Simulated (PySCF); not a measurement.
# Solvent effects on NMR parameters

Geometry:
| atom | x (Å) | y (Å) | z (Å) |
| --- | --- | --- | --- |
| O1 | -0.444 | 0.967 | 1.586 |
| P2 | -0.058 | 0.611 | 0.186 |
| O3 | 0.386 | 1.918 | -0.695 |
| C4 | -1.410 | -0.142 | -0.719 |
| C5 | -2.271 | -1.129 | 0.029 |
| C6 | -2.807 | 0.225 | -0.289 |
| C7 | 1.360 | -0.482 | -0.005 |
| C8 | 2.440 | -0.413 | 1.043 |
| C9 | 2.723 | 0.063 | -0.340 |
| H10 | -0.050 | 2.697 | -0.325 |
| H11 | -1.227 | -0.320 | -1.784 |
| H12 | -2.012 | -1.327 | 1.073 |
| H13 | -2.647 | -1.990 | -0.529 |
| H14 | -2.893 | 0.930 | 0.543 |
| H15 | -3.562 | 0.326 | -1.072 |
| H16 | 1.096 | -1.472 | -0.391 |
| H17 | 2.874 | -1.360 | 1.377 |
| H18 | 2.303 | 0.327 | 1.836 |
| H19 | 3.357 | -0.548 | -0.987 |
| H20 | 2.792 | 1.139 | -0.517 |

GIAO PBE0/pcSseg-1 in PySCF on one PBE0-D3(BJ)/def2-SVP conformer, non-relativistic, equivalent nuclei averaged. Solvents enter as an IEF-PCM continuum (methanol with ε = 32.6, acetonitrile with ε = 35.7) around the gas-phase geometry. Shifts are referred to TMS computed in the same medium.

Gas phase, δ in ppm: C4/C7 11.0, C6/C9 5.5, C5/C8 5.0, H10 1.85, H14/H20 1.17, H12/H18 0.93, H15/H19 0.72, H13/H17 0.68, H11/H16 0.66. Dipole moment 2.71 D.

Problem. How does each δ change in the continuum?

Solution. 
```
  atoms                               environment  Δδ, methanol  Δδ, acetonitrile
  C4/C7                three-membered-ring carbon          +0.7              +0.7
  C6/C9                three-membered-ring carbon          +0.6              +0.6
  C5/C8                three-membered-ring carbon          +0.4              +0.4
    H10         hydrogen on an oxygen bonded to P         +0.84             +0.84
H14/H20  hydrogen on a three-membered-ring carbon         -0.15             -0.15
H12/H18  hydrogen on a three-membered-ring carbon         -0.20             -0.20
H15/H19  hydrogen on a three-membered-ring carbon         +0.24             +0.24
H13/H17  hydrogen on a three-membered-ring carbon         +0.23             +0.23
H11/H16  hydrogen on a three-membered-ring carbon         +0.36             +0.36
```

Changes are relative to the gas phase. The dipole moment becomes 3.70 D in methanol, 3.71 D in acetonitrile.

Problem. Which of the listed nuclei move most (in ppm), and what does the model miss? (N and O are left out, as their reference compounds move with the solvent too.)

Solution. H10 (hydrogen on an oxygen bonded to P, +0.84 ppm) in acetonitrile. A continuum only polarises the solute; specific hydrogen bonds, the anisotropy of aromatic solvents and changes of geometry or conformer are outside it.
